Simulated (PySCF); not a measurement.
**Removing an electron from (F)3Sn-O-SiH3**

(F)3Sn-O-SiH3.
Structure used (PBE0-D3(BJ)/def2-SVP), in Å, numbered top down from 1:
```xyz
9
F3H3OSiSn angstrom
Sn    -0.690    0.224    1.445
F      0.576    1.519    2.052
F     -0.364   -1.398    2.397
F     -2.438    0.809    1.926
O     -0.569   -0.015   -0.461
Si     0.647   -0.251   -1.595
H     -0.015   -0.305   -2.926
H      1.622    0.877   -1.545
H      1.363   -1.530   -1.318
```

Level: CAM-B3LYP/def2-SVPD (PySCF). Frontier orbitals with their largest atomic shares (Löwdin; up to four atoms above 4 %):

| orbital | ε (eV) | main atoms |
| --- | --- | --- |
| HOMO−3 | -13.21 | O5 53 %, Si6 19 %, H7 12 %, F2 5 % |
| HOMO−2 | -13.15 | O5 53 %, Si6 20 %, H8 8 %, H9 7 % |
| HOMO−1 | -11.19 | Si6 30 %, O5 27 %, H7 24 %, H8 8 % |
| HOMO | -11.03 | ? |
| LUMO | -2.50 | Sn1 36 %, O5 17 %, F4 14 %, F3 14 % |
| LUMO+1 | 0.65 | Si6 31 %, Sn1 17 %, O5 11 %, H9 9 % |
| LUMO+2 | 0.87 | Si6 31 %, Sn1 19 %, O5 10 %, H7 8 % |

Problem. What vertical ionisation energy does ΔSCF give, and how far is −ε(HOMO) from it?

Solution. ΔSCF: 11.98 eV (1156 kJ/mol; threshold wavelength 103 nm); ⟨S²⟩ of the doublet left behind is 0.765, against 0.75 for a pure doublet. −ε(HOMO) is 11.03 eV, 0.95 eV below it. In exact Kohn–Sham theory the two would be equal; CAM-B3LYP (range-separated hybrid) falls short of its own ΔSCF value by 8 %. Holes in the HOMO−1 and HOMO−2 were tried too where these lie within 1.2 eV of the HOMO; the lowest converged state counts.

Problem. On which atoms does the HOMO lie?

Solution. O5 (oxygen bonded to Si and Sn) 32 %, Si6 (silicon bonded to O and 3 H) 28 %, H9 (hydrogen on silicon) 18 %, H8 (hydrogen on silicon) 18 %, so no atom holds as much as 40 %. The HOMO−1 lies 0.16 eV lower.

Problem. And the vertical electron affinity, the fundamental gap, Mulliken's electronegativity and the hardness (with the factor ½)?

Solution. EA = 1.64 eV by ΔSCF (−ε(LUMO) = 2.50 eV). IE − EA = 10.34 eV against an orbital gap of 8.53 eV; (IE + EA)/2 = 6.81 eV; (IE − EA)/2 = 5.17 eV.

Problem. How many of the 10 lowest singlet excitations (vertical TDDFT, same level) lie below the ionisation energy?

Solution. All 10; they run from 5.29 to 7.56 eV.

Problem. Shift the occupied levels rigidly so that −ε(HOMO) equals the ΔSCF value. What binding energies result?

Solution. The shift is +0.95 eV: HOMO 11.98, HOMO−1 12.14, HOMO−2 14.10, HOMO−3 14.16 eV. A rigid shift is only a rough guide to the deeper ionisations.

Geometry: PBE0-D3(BJ)/def2-SVP; no solvent, vibrations or thermal averaging. Atoms past krypton carry effective core potentials; spin–orbit coupling is left out.
